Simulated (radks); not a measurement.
Results of a calculation; reference values are marked as such.
Task: All-electron atom: the platinum ion Pt65+ in [Ne] 3s2 3p1 (the NIST ground configuration). Level of theory: Dirac Kohn-Sham, relativistic LDA (MacDonald-Vosko exchange, VWN5 correlation), spin-unpolarised, spherical densities, finite nucleus; open shells fill j = l - 1/2 first; Fermi nuclear charge, rms radius 5.427 fm (a radial shooting solver on a logarithmic mesh with Libxc functionals). Some entries of the table are withheld. Estimate them.

orbital  occ.  eigenvalue (hartree)  <1/r> (bohr^-1)  <r^2> (bohr^2)
1s1/2       2             -3063.467              (1)             (2)
2s1/2       2             -699.1408            23.25        0.006025
2p1/2       2                   (3)            23.16             (4)
2p3/2       4                   (5)            19.07             (6)
3s1/2       2                   (7)              (8)         0.03378
3p1/2       1             -279.1015            9.309         0.03005
3p3/2       0             -261.6277            8.185         0.03448

Result: 
(1) 1s1/2 <1/r> (bohr^-1): 93.47
(2) 1s1/2 <r^2> (bohr^2): 0.0004095
(3) 2p1/2 eigenvalue (hartree): -681.6983
(4) 2p1/2 <r^2> (bohr^2): 0.004251
(5) 2p3/2 eigenvalue (hartree): -617.1910
(6) 2p3/2 <r^2> (bohr^2): 0.005366
(7) 3s1/2 eigenvalue (hartree): -285.3550
(8) 3s1/2 <1/r> (bohr^-1): 9.388
